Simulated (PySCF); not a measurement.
# Spin-Hamiltonian simulation

Molecule: `InChI=1S/C3H3F3O/c4-3(5,6)1-2-7/h2H,1H2`.

Molfile (atoms numbered from 1):
```
C3H3F3O
     RDKit          3D

 10  9  0  0  0  0  0  0  0  0999 V2000
    2.3941   -0.0708    0.6079 O   0  0  0  0  0  0  0  0  0  0  0  0
    1.2524    0.2917    0.6231 C   0  0  0  0  0  0  0  0  0  0  0  0
    0.1010   -0.5827    0.1796 C   0  0  0  0  0  0  0  0  0  0  0  0
   -0.9547    0.1770   -0.5811 C   0  0  0  0  0  0  0  0  0  0  0  0
   -0.4351    0.7772   -1.6555 F   0  0  0  0  0  0  0  0  0  0  0  0
   -1.9322   -0.6277   -0.9948 F   0  0  0  0  0  0  0  0  0  0  0  0
   -1.5061    1.1308    0.1794 F   0  0  0  0  0  0  0  0  0  0  0  0
    0.9636    1.3070    0.9952 H   0  0  0  0  0  0  0  0  0  0  0  0
   -0.3783   -1.0067    1.0775 H   0  0  0  0  0  0  0  0  0  0  0  0
    0.4846   -1.4092   -0.4336 H   0  0  0  0  0  0  0  0  0  0  0  0
  1  2  2  0
  2  3  1  0
  3  4  1  0
  4  5  1  0
  4  6  1  0
  4  7  1  0
  2  8  1  0
  3  9  1  0
  3 10  1  0
M  END
```

[PySCF: σ from GIAO-CAM-B3LYP/pcSseg-2; J: B3LYP/pcJ-1 (spin–dipole term only in couplings to heteroatoms); coordinates at the PBE0-D3(BJ)/def2-SVP level; rapidly exchanging positions averaged; relativity neglected; no solvent; one conformer]

δ = σ(ref) − σ, references computed at the same level: TMS for ¹H (σ = 31.34 ppm).

The 6-spin Hamiltonian (Zeeman plus full scalar coupling among like nuclei) was diagonalised exactly; lines are Lorentzian, 1.0 Hz wide, and the maxima above 3 % are listed with the tallest set to 100.

Peak list at 600 MHz for the spins F5/F6/F7/H8/H9/H10:
```csv
Hz,ppm,height
5969.9,9.950,12
5968.1,9.947,31
5966.4,9.944,44
5964.9,9.941,64
5963.2,9.939,64
5961.6,9.936,45
5960.0,9.933,31
5958.2,9.930,12
1734.1,2.890,34
1730.9,2.885,34
1723.1,2.872,100
1719.9,2.867,100
1712.1,2.854,100
1708.9,2.848,100
1701.1,2.835,34
1697.9,2.830,33
```

Question: Extract the chemical shifts and coupling constants behind this pattern (give the signs of the calculation).

Answer: 
Shifts (ppm): F5/F6/F7 -64.7, H8 9.94, H9/H10 2.86.
Couplings (Hz): F5–F6, F5–F7, F6–F7: 64.1; F5–H8, F6–H8, F7–H8: 1.8; F5–H9, F5–H10, F6–H9, F6–H10, F7–H9, F7–H10: 11.0; H8–H9, H8–H10: 3.2; H9–H10: -17.8.
These are the parameters used. A line list fixes at most the relative signs, and those only where coupling is strong; other parameter sets or atom labellings may fit too, and couplings well below the line width leave little trace.

Unscaled 3J(H,H) at this level run about 10 % above measured values. Couplings across =CH–CH2 type bonds come from one rotamer and its mirror image, and can be 1–2 Hz further off.
